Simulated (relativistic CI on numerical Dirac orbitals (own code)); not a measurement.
# Crystal-field levels of Pd⁺, 4d9

Calculated by Dirac-Coulomb-Breit CI, separate exchange-only KLI orbitals for each configuration, model QED (radiative potential, 1s self-energy scaled to tabulated hydrogen-like ionisation energies), valence Slater integrals scaled by 0.65, one configuration in a parametric crystal field (own radial code).

Field parameters in Wybourne normalisation: D4h B²₀ = −7Ds, B⁴₀ = 21(Dq − Dt), B⁴₄ = 21√(5/14) Dq; Td as Oh with Dq negative (B⁴₀ = 21Dq, B⁴₄ = √(5/14) B⁴₀). The field is a parameter set, without covalency.

S and J are read from ⟨S²⟩ = S(S + 1) and ⟨J²⟩ = J(J + 1) of each level; they are not fictitious spins.

D4h, 10Dq = 7700, Ds = -830, Dt = 430 cm⁻¹, the lowest 5 levels:

```tsv
E (cm⁻¹)	Degeneracy	Irrep	S	J
0.0	2	Γ6	0.50	2.38
1218	2	Γ7	0.50	2.36
4070	2	Γ7	0.50	2.34
5861	2	Γ6	0.50	1.68
9779	2	Γ7	0.50	1.90
```

Principal g values of the ground doublet: 1.84, 3.19, 3.19.

Td, 10Dq = -2800 cm⁻¹, the lowest 3 levels:

```tsv
E (cm⁻¹)	Degeneracy	Irrep	S	J
0.0	2	Γ7	0.50	2.50
1111	4	Γ8	0.50	2.38
4987	4	Γ8	0.50	1.68
```

Principal g values of the ground doublet: 2.00, 2.00, 2.00.

Td, 10Dq = -3900 cm⁻¹, the lowest 3 levels:

```csv
E (cm⁻¹),Degeneracy,Irrep,S,J
0.0,2,Γ7,0.50,2.50
1311,4,Γ8,0.50,2.31
5887,4,Γ8,0.50,1.76
```

Principal g values of the ground doublet: 2.00, 2.00, 2.00.

The free-ion ground term has S = 1/2. Every field shown keeps that spin.

Levels of this model without a field, named by their leading LS term (the scale mimics covalency, so terms lie below those of the real free ion): 2D_5/2 0, 2D_3/2 3298 cm⁻¹.
